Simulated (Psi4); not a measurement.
ketene (C$_{2}$H$_{2}$O), singlet, at a GFN2-xTB geometry. Base run: CCSD(T)/pcseg-1 in Psi4.

Psi4 was given this input:
```
memory 2 GB

molecule mol {
0 1
  C    -0.011482    0.021363   -1.191901
  C     0.000930   -0.001730    0.096497
  H     0.002496    0.948264   -1.730061
  H    -0.036141   -0.885664   -1.762560
  O     0.012120   -0.022550    1.258131
}

set basis pcseg-1
set reference rhf

energy('ccsd(t)')
print_variables()
```

The base run was repeated with changes; each row names its change, and settings that it needs were set with it.

| change | ΔE vs base (kcal/mol) | MP2 correlation (Eh) | CC correlation without the perturbative part (Eh) | basis functions |
|---|---|---|---|---|
| base | 0.000 | -0.44519 | -0.45720 | 52 |
| method = mp3 | ___ | -0.44515 | - | 52 |
| method = fno-ccsd(t) | 0.000 | -0.44519 | -0.45720 | 52 |
| method = mp2.5 | 16.80 | -0.44515 | - | 52 |
| scf_type = pk; mp2_type = conv | 0.000 | -0.44519 | -0.45720 | 52 |
| puream = off | ___ | ___ | ___ | ___ |
| puream = on | 0.000 | -0.44519 | -0.45720 | 52 |
| method = mp4 | -2.99 | -0.44519 | - | 52 |
| method = lccd | ___ | -0.44519 | - | 52 |
| cc_type = df | -0.114 | -0.44515 | -0.45747 | 52 |

Q: Fill in the missing entries.

A: 
- method = mp3, ΔE vs base (kcal/mol): 15.55
- puream = off, ΔE vs base (kcal/mol): -7.65
- puream = off, MP2 correlation (Eh): -0.45523
- puream = off, CC correlation without the perturbative part (Eh): -0.46667
- puream = off, basis functions: 55
- method = lccd, ΔE vs base (kcal/mol): 6.10
